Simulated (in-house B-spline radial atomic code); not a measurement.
In²⁺. Computed with a B-spline radial atomic code. Model: non-relativistic spherical atom: semilocal Troullier-Martins pseudo-atom, one channel per l, against all electrons, high spin, G0W0 and RPA with empty states to l = 8, local potential for every l without a channel, a model core (radius 0 = none) keeps its share of the functional.

Without relativity these are model numbers for so heavy an element.

What the tables leave out is listed at the end.

The pseudopotential gives back the lowest level of each angular momentum of its own functional in the configuration it was made in; a second state of the same l is only approximately right. Exact exchange, RPA and GW see the smooth pseudo-orbitals and miss the exchange with the core, for which the functional's share stands in. The column with an uncorrelated core keeps all orbitals and exact exchange, and so separates missing core correlation from pseudisation. Only the three outermost levels and the lowest empty one were computed. RPA here is direct RPA, with no exchange kernel, and its energies carry an (l + 1/2)⁻⁴ tail. A hybrid on a potential with a model core restores only its own semilocal share of the core's exchange.

Command:
```bash
python run_psgw.py task.json out
```
Settings (lengths in bohr, energies in hartree):
```
Z                      49
electrons              47
configuration          [Kr] 4d10 5s1
generated_in           [Kr] 4d10 5s2 5p1
functional             pbe,pbe
core_shells            6
radius_factor          1.15
core_correction        True
ion_configuration      [Kr] 4d10
```

Time taken, with all properties: 53 s on 1 thread of Intel(R) Xeon(R) Platinum 8259CL CPU @ 2.50GHz (Skylake/Cascade Lake), on a shared host.

Given: made with PBE; model core radius 0.555 bohr; local radius 0.94 bohr; mean-field start PBE.

Valence shells of the generating configuration: 4s, 4p, 4d, 5s, 5p.

Channel: s 0.917, p 0.952, d 1.073 (radii in bohr).

Computed: largest level miss in the spin-unpolarised generating configuration 0.131 eV; valence RPA correlation energy all-electron orbitals -1.2446 hartree; valence RPA correlation energy pseudo -1.2715 hartree; all-electron RPA polarisability, core included 12.013 bohr³; ionisation by mean-field all-electron 27.388 eV; ionisation by RPA all-electron 27.475 eV; ionisation by RPA pseudo minus all 0.216 eV.

| level | occupied | mean-field all-electron (eV) | mean-field pseudo minus all (eV) | G0W0 all-electron (eV) | G0W0 uncorrelated core minus all (eV) | G0W0 pseudo minus all (eV) | exchange self-energy all-electron (eV) | exchange self-energy pseudo (eV) |
| --- | --- | --- | --- | --- | --- | --- | --- | --- |
| 5s up | 1 | -23.122 | -0.249 | -27.595 | 0.04 | -0.238 | -14.303 | -13.404 |
| 4d down | 1 | -37.215 | -0.113 | -45.015 | 0.138 | -0.245 | -42.912 | -37.928 |
| 5s down (empty) | 0 | -22.06 | -0.257 | -18.369 | 0.037 | -0.167 | -4.1857 | -3.1828 |

(1) What is the ionisation by mean-field pseudo minus all?

(2) What is the pseudo-atom RPA polarisability?

Given: mean-field start PBE0.

Computed: valence RPA correlation energy all-electron orbitals -1.189 hartree; valence RPA correlation energy pseudo -1.2146 hartree; all-electron RPA polarisability, core included 10.716 bohr³; ionisation by mean-field all-electron 27.045 eV; ionisation by RPA all-electron 27.338 eV; ionisation by RPA pseudo minus all 0.14 eV.

| level | occupied | mean-field all-electron (eV) | mean-field pseudo minus all (eV) | G0W0 all-electron (eV) | G0W0 uncorrelated core minus all (eV) | G0W0 pseudo minus all (eV) | exchange self-energy all-electron (eV) | exchange self-energy pseudo (eV) |
| --- | --- | --- | --- | --- | --- | --- | --- | --- |
| 5s up | 1 | -23.924 | -0.176 | -27.467 | 0.039 | -0.156 | -14.131 | -13.204 |
| 4d down | 1 | -39.753 | -0.168 | -45.323 | 0.143 | -0.272 | -42.99 | -38.014 |
| 4d up | ? | ? | ? | ? | ? | ? | ? | ? |
| 5s down (empty) | 0 | -20.631 | -0.167 | -18.18 | 0.036 | -0.114 | -3.9074 | -2.9561 |

(3) What belongs in the row 4d up?

(4) What is the ionisation by mean-field pseudo minus all?

(5) What is the pseudo-atom RPA polarisability?

Answers

(1) 0.292 eV.

(2) 11.693 bohr³.

(3) occupied: 1; mean-field all-electron (eV): -39.987; mean-field pseudo minus all (eV): -0.174; G0W0 all-electron (eV): -45.559; G0W0 uncorrelated core minus all (eV): 0.137; G0W0 pseudo minus all (eV): -0.277; exchange self-energy all-electron (eV): -42.975; exchange self-energy pseudo (eV): -38.073.

(4) 0.196 eV.

(5) 10.541 bohr³.

Among the listed levels the largest G0W0 shift of the pseudo-atom is -0.28 eV, for 4d up on the PBE0 start, while leaving the core uncorrelated moves that level by +0.14 eV. So pseudisation and the lost core exchange, not the missing core correlation, make the error. Not in the tables (levels of low weight, unsolved or above zero; the highest and the empty levels are kept at any weight): on PBE the G0W0 levels 4d up (pseudo minus all -0.25 eV, weights 0.49 and 0.78); no Hartree-Fock pseudo-atom is run with a model core.
